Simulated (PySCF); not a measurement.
SeHBr, SMILES Br[SeH]. Atoms are numbered in the order given.

```xyz
3

Se     0.0444     1.1712     0.0000
H     -1.4230     1.3117     0.0000
Br    -0.0024    -1.1752     0.0000
```

The structure is a stationary point at B3LYP-D3(BJ)/def2-TZVP.

Calculation: PySCF with B3LYP-D3(BJ)/def2-TZVP.

Frequencies are harmonic and unscaled.

Computed vibrational spectrum:
```csv
mode,ν (cm⁻¹),IR (km/mol),Raman (Å⁴/amu),depolarisation,moving atoms (share of kinetic energy)
1,296,4.2,11.8,0.25,"Se 50 %, Br 50 %"
2,748,1.3,9.3,0.55,H 98 %
3,2391,6.8,133.5,0.31,H 99 %
```
